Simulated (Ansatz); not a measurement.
A run for Ansatz (an electronic-structure program): R-B3LYP/def2-TZVPPD on AlF2H (SMILES [F][AlH][F]) with ghost functions. Files ending in .json are basis or fitting sets from the Basis Set Exchange.

Ansatz 0.2 input:
```yaml
crystal:
  periodic: [false, false, false]
  atoms:
    - {symbol: F, position_ang: [1.22790596, 0.74733588, 0.62885291]}
    - {symbol: Al, position_ang: [-0.27664925, 0.27816578, 1.18905317]}
    - {symbol: F, position_ang: [-0.70809469, -1.29944758, 0.83887727]}
    - {symbol: H, position_ang: [-1.41821794, 1.36067674, 1.21564083]}
basis:
  gaussian:
    orbitals: def2-TZVPPD.json
    ghost_atoms:
      - {symbol: N, position_ang: [0.25419491, -0.02502157, 3.12747617]}
      - {symbol: H, position_ang: [0.61181240, 0.81848735, 3.56749267]}
      - {symbol: H, position_ang: [-0.51666616, -0.37513794, 3.68979665]}
      - {symbol: H, position_ang: [0.99452396, -0.72285583, 3.14782512]}
hamiltonian:
  xc: {name: B3LYP}
scf: {lower_state_search: off}
```

Output:

```
WARN ansatz: RAYON_NUM_THREADS=1 ignored (pool sized by the plan → 1); use --threads N
Functional definition: B3LYP
these checks for a lower state are left out or cut short: stability, starts, cluster_reference, orbital_swaps, neighbouring_geometries, increment
integrals: 0.15 GiB planned
1094 factors; their error is unknown
mean field: 1.24 GiB planned
mean field evaluation 1: about -12049.5888 eV, gradient 5.6e1 eV
mean field evaluation 2: about -12035.5782 eV, gradient 1.1e2 eV
mean field evaluation 4: about -12054.1581 eV, gradient 1.0e0 eV
mean field evaluation 8: about -12054.1894 eV, gradient 1.2e-1 eV
mean field evaluation 16: about -12054.1894 eV, gradient 3.4e-6 eV
mean field -12054.18942558 eV, -442.9832907671 hartree, gradient 3.4e-6 eV, S^2 0.000000; 0 other end points of the search recorded, 0 dependent functions left out
reference -12054.18968481 eV, -442.9833002937 hartree; 16, 16 occupied and 217, 217 virtual orbitals, 1094 factors
Total energy: -12054.18968481 eV, -442.9833002937 hartree
Checks for a lower state left out: stability, starts, cluster_reference, orbital_swaps, neighbouring_geometries, increment
```

The calculation finished and met its thresholds.

Cost: around 3 core-seconds (rough).
